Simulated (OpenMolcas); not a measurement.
Ni4+, Pd4+, Pt4+: d⁶ down the group

```
Program             : OpenMolcas
Method              : SS-CASPT2, IPEA 0.25 Eh, imaginary shift 0.1 Eh
Basis               : ANO-R2
Scalar Hamiltonian  : X2C, finite nucleus
Spin-orbit coupling : RASSI with atomic mean-field integrals over the reference wave functions, term energies averaged over their components
```

Active space for each ion: 6 electrons in 5 orbitals (d); closed shells correlated by CASPT2: Ni4+ 3s 3p; Pd4+ 4s 4p; Pt4+ 5s 5p.

Computed levels in cm-1 above ⁵D₄:

| Level | Ni4+ | Pd4+ | Pt4+ |
| --- | --- | --- | --- |
| ⁵D₃ | 850 | 2050 | 7630 |
| ⁵D₁ | 1801 | 3890 | 11040 |
| ⁵D₀ | 1981 | 4240 | 11130 |
| ³H₆ | 27810 | 20400 | 22670 |
| ³H₅ | 28200 | 20680 | 34930 |
| ³P₁(1) | 28970 | 25450 | 42490 |
| ³F₂(1) | 30380 | 23650 | 27130 |
| ³G₅ | 33980 | 25700 | 22120 |
| ³G₄ | 34730 | 27210 | 34220 |
| weight of ⁵D in the lowest level (%) | 100 | 98 | 80 |

Mixed levels, with the weight of the term that names them: Pt4+ ⁵D₀ (74 %), Pt4+ ³H₅ (52 %), Pt4+ ³P₁(1) (72 %), Pt4+ ³F₂(1) (67 %), Pt4+ ³G₅ (52 %), Pt4+ ³G₄ (58 %).

Measured, with the error of the calculation in %. Measured levels: Ni4+ from Corliss and Sugar, J. Phys. Chem. Ref. Data 10, 197 (1981).

```json
{"Level": "⁵D₃", "Ni4+": "890 (-4.4)"}
{"Level": "⁵D₁", "Ni4+": "1872 (-3.8)"}
{"Level": "⁵D₀", "Ni4+": "2058 (-3.7)"}
{"Level": "³H₆", "Ni4+": "27111 (+2.6)"}
{"Level": "³H₅", "Ni4+": "27578 (+2.3)"}
{"Level": "³P₁(1)", "Ni4+": "28698 (+0.9)"}
{"Level": "³F₂(1)", "Ni4+": "29899 (+1.6)"}
{"Level": "³G₅", "Ni4+": "33256 (+2.2)"}
{"Level": "³G₄", "Ni4+": "34062 (+2.0)"}
```

The fine-structure level ⁵D₀ changes by a factor of 5.62 from Ni4+ to Pt4+.

Without spin-orbit coupling ³H lies 27390, 19370, 18070 cm-1 above ⁵D in that order; the difference to the level ³H₆, of either sign, comes from spin-orbit coupling, which also lowers the zero.

Term energies are means over components that CASPT2 splits; among the terms shown or strongly mixed into the levels shown the widest spread is 310 cm-1 (5d⁶ ¹G(1), Pt4+). Computed and measured levels are paired by configuration, term and J; levels that our copy of the source lacks, or whose pairing is in doubt (as where it misses far off the trend of its configuration), stay unpaired and out of the deviations. Only configurations of the active space appear.

A number in round brackets counts repeated terms of one configuration in the order of the reference energies.
